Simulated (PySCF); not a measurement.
**Excitation energy of In by level of theory**

In [Kr] 4d10 5s2 5p1 (2P) → In [Kr] 4d10 5s2 6s1 (2S), as a difference of total energies. All numbers are calculated (PySCF 2.14, the non-relativistic Hamiltonian (point nucleus), in dyall-av2z). Correlated levels: valence: [Kr] 4d10 frozen; virtual orbitals above 40 to 60 times the deepest correlated orbital energy dropped. The calculations carry no spin-orbit coupling.

```csv
method,excitation energy (cm⁻¹)
UHF,23302
MP2 (valence),23174
SCS-MP2 (valence),23170
CCSD (valence),23534
CCSD(T) (valence),23521
```

These non-relativistic numbers lack the scalar-relativistic shift.

The promoted electron is Rydberg-like, and one or two diffuse shells describe it only roughly, which tends to raise the upper state.

For comparison: 22898 cm⁻¹ (measured; NIST levels, between the centres of gravity of the two terms).
